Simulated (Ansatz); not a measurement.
Geometry optimisation, UKS BHLYP/def2-SVP (Ansatz).

Input:

```yaml
crystal:
  periodic: [false, false, false]
  atoms:
    - { symbol: C, position_ang: [-0.2065, 1.3644, -0.5903] }
    - { symbol: Al, position_ang: [-0.2672, -0.539, -0.1817] }
    - { symbol: "N", position_ang: [0.4139, -1.1542, 1.467] }
    - { symbol: Cl, position_ang: [-1.0124, -1.9678, -1.6427] }
    - { symbol: H, position_ang: [0.3418, 1.5777, -1.5395] }
    - { symbol: H, position_ang: [0.1961, 1.9839, 0.242] }
    - { symbol: H, position_ang: [-1.2694, 1.7589, -0.7585] }
    - { symbol: H, position_ang: [0.4277, -2.1814, 1.4573] }
    - { symbol: H, position_ang: [1.4645, -0.8887, 1.5293] }
magnetization:
  spin_polarized: true
basis:
  gaussian: { orbitals: def2-SVP }
hamiltonian:
  xc: { name: BHLYP }
relax:
  f_tol: 0.02
  max_steps: 50
output:
  orbitals: {}
```

Command:

```bash
$ ansatz run input.yaml --threads 2 --pin off --max-ram 3072MiB --backend cpu --events-out ev --progress --plain --runs-dir out
```

Question: Where does it end, and by what steps?

Answer: The run converged. The force dipped under the threshold on the way, but the program's further checks kept it going. After 8 steps the energy has fallen by 0.606 eV; H9 moved furthest, 0.52 Å.

| step | energy less start (eV) | largest force component (eV/Å) | accepted |
| --- | --- | --- | --- |
| 0 | 0.0000 | 2.521 | yes |
| 1 | -0.3109 | 1.896 | yes |
| 2 | -0.5529 | 0.368 | yes |
| 3 | -0.5954 | 0.382 | yes |
| 4 | -0.5986 | 0.285 | yes |
| 5 | -0.6056 | 0.045 | yes |
| 6 | -0.6057 | 0.031 | yes |
| 7 | -0.6062 | 0.004 | yes |
| 8 | -0.6063 | 0.019 | yes |

```xyz
9
Properties=species:S:1:pos:R:3
C -0.208 1.361 -0.608
Al -0.200 -0.537 -0.223
N 0.599 -1.252 1.169
Cl -1.180 -1.892 -1.514
H 0.339 1.572 -1.534
H 0.250 1.951 0.193
H -1.230 1.727 -0.755
H 0.618 -2.237 1.378
H 1.101 -0.740 1.877
```

Run time: 30 s on 2 threads of Arm Neoverse V2 (shared host), peak memory 0.24 GiB.
